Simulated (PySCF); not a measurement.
A structure optimised at PBE-D3(BJ)/def2-SVP, used in a PySCF frequency run:

```
C
H 1 1.1151
H 1 1.1164 2 106.51
O 1 1.4362 2 110.46 3 -121.13
Si 4 1.6651 1 123.11 2 72.98
F 5 1.6378 4 110.71 1 -70.78
H 5 1.4919 6 108.69 4 116.04
H 5 1.5009 7 114.64 4 122.07
Si 1 1.9121 2 109.96 3 119.82
H 9 1.5058 1 108.47 2 -173.74
H 9 1.5085 10 108.55 1 -117.08
C 9 1.8848 10 110.76 11 -123.04
H 12 1.1081 9 111.77 10 54.16
H 12 1.1085 13 108.57 9 120.42
H 12 1.1088 13 108.28 14 117.15
```

**Question.** Write its SMILES and formula.

**Answer.** C[SiH2]CO[SiH2]F, C2H9FOSi2

**Question.** What are its rotational constants (standard atomic weights)?

**Answer.** 5.3721, 0.86705, 0.83532 GHz
